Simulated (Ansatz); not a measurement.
`C[N](C)[Mg][F]`, 11 atoms. Total charge 0; spin multiplicity 1. Correlated methods include outer-core shells of Mg, which these sets cover unevenly. All runs use 4 threads of a server CPU on a shared host. Correlated methods freeze the cores.

Q: Give the basis size and wall time and peak host memory of each of these runs in Ansatz. RKS ωB97M-V/def2-SVP energy; RKS PBE0-D4/def2-TZVP frequencies; RKS BLYP-D4/def2-TZVPP energy; RKS revPBE-D4/def2-TZVPP energy; RKS ωB97M-V/def2-QZVPP energy; RKS PBE0-D4/def2-SVP energy; RKS PBE0-D4/def2-TZVPP energy; RHF-CCSD(T)/def2-TZVPP energy; RKS PBE0-D4/def2-TZVP relaxation (5 steps); direct RPA on PBE orbitals/def2-TZVPP energy; RHF-MP2/def2-QZVPP energy; RHF-CCSD(T)/def2-SVP energy. (An estimate is asked.)

A: Computed: Other jobs shared the machine, so times are rough.

```json
{"level": "RKS PBE0-D4/def2-SVP", "job": "energy", "functions": "104", "wall time": "1 s", "peak host memory (GiB)": "0.23"}
{"level": "RKS BLYP-D4/def2-TZVPP", "job": "energy", "functions": "240", "wall time": "1.7 s", "peak host memory (GiB)": "0.3"}
{"level": "RKS revPBE-D4/def2-TZVPP", "job": "energy", "functions": "240", "wall time": "1.8 s", "peak host memory (GiB)": "0.31"}
{"level": "RKS PBE0-D4/def2-TZVPP", "job": "energy", "functions": "240", "wall time": "2 s", "peak host memory (GiB)": "0.55"}
{"level": "RKS ωB97M-V/def2-SVP", "job": "energy", "functions": "104", "wall time": "3.1 s", "peak host memory (GiB)": "0.33"}
{"level": "direct RPA on PBE orbitals/def2-TZVPP", "job": "energy", "functions": "240", "wall time": "5.5 s", "peak host memory (GiB)": "0.64"}
{"level": "RHF-CCSD(T)/def2-SVP", "job": "energy", "functions": "104", "wall time": "5.5 s", "peak host memory (GiB)": "0.57"}
{"level": "RKS ωB97M-V/def2-QZVPP", "job": "energy", "functions": "471", "wall time": "14 s", "peak host memory (GiB)": "1.9"}
{"level": "RKS PBE0-D4/def2-TZVP", "job": "relaxation (5 steps)", "functions": "192", "wall time": "14 s", "peak host memory (GiB)": "0.49"}
{"level": "RHF-MP2/def2-QZVPP", "job": "energy", "functions": "471", "wall time": "17 s", "peak host memory (GiB)": "2.8"}
{"level": "RHF-CCSD(T)/def2-TZVPP", "job": "energy", "functions": "240", "wall time": "110 s", "peak host memory (GiB)": "5.3"}
{"level": "RKS PBE0-D4/def2-TZVP", "job": "frequencies", "functions": "192", "wall time": "2.2 min", "peak host memory (GiB)": "0.51"}
```
